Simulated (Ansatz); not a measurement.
`B1C[SiH2]1` and `CC1B[SiH2]1` differ in one atom or group.

Ansatz, PBE0-D4/def2-TZVP geometries, multiplicity 1. 

| property | `B1C[SiH2]1` |
| --- | --- |
| HOMO–LUMO gap (PBE0/def2-TZVPP) / eV | 5.43 |
| HOMO–LUMO gap (PBE/def2-TZVPP) / eV | 3.49 |
| HOMO energy (PBE0/def2-TZVPP) / eV | -6.95 |
| HOMO energy (PBE/def2-TZVPP) / eV | -5.94 |
| LUMO energy (B3LYP/def2-TZVPP) / eV | -1.68 |
| LUMO energy (PBE0/def2-TZVPP) / eV | -1.51 |

(1) Give the same properties after the change, and the shifts. (Best estimate.)

Results:

(1) The calculation gave: 
```csv
property,`CC1B[SiH2]1`,shift
HOMO–LUMO gap (PBE0/def2-TZVPP) / eV,5.44,0.01
HOMO–LUMO gap (PBE/def2-TZVPP) / eV,3.57,0.08
HOMO energy (PBE0/def2-TZVPP) / eV,-6.76,0.19
HOMO energy (PBE/def2-TZVPP) / eV,-5.79,0.15
LUMO energy (B3LYP/def2-TZVPP) / eV,-1.49,0.19
LUMO energy (PBE0/def2-TZVPP) / eV,-1.32,0.19
```

The zero-point energy changes by 75.3 kJ/mol with +9 modes.

B3LYP here is the variant with VWN-RPA as its local correlation; programs differ in this.
